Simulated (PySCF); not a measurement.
The calculation used PySCF, delta-SCF UKS SCAN, pcX-2 on the ionised atom, pcseg-1 elsewhere, spin-free X2C. Geometries: PBE0-D3(BJ)/def2-SVP; isolated species, one conformer each. Values against the vacuum level.

Task: Order these sites by rising C 1s binding energy.
A. C5 in `[BH2:1][C@@H:2]1[CH2:3][C@@H:4]1[CH:5]1[CH2:6][CH2:7]1`
B. C2 in `[CH2:1]=[CH:2][B:3]1[CH2:4][CH2:5][CH2:6][CH2:7]1`
C. C2 in `[CH2:1]=[CH:2][CH2:3][BH:4][CH:5]1[CH2:6][CH2:7]1`
D. C4 in `[CH2:1]=[CH:2]/[CH:3]=[CH:4]/[B:5]([CH3:6])[CH3:7]`

Result: D (289.30 eV), B (289.96 eV), C (290.32 eV), A (290.59 eV).

The highest is bonded to 3 C and H, the lowest to C (double bond), H and B; the range is 1.29 eV.

Task: Rank by computed B 1s binding energy, lowest first.
A. Boron in `B[C@]12CC[C@H]1CC2`
B. Boron in `O[B](O)[GeH2][Cl]`
C. Boron in `C=CCBC1CC1`
D. Boron in `C=CB1CCCC1`

Result: A (194.51 eV), D (194.89 eV), C (195.16 eV), B (197.82 eV).

The highest is bonded to 2 O and Ge, the lowest to C and 2 H; the range is 3.31 eV.

1 of these hole states is spin-contaminated (⟨S²⟩ 0.86, against 0.75; counted from 0.85) and less certain.
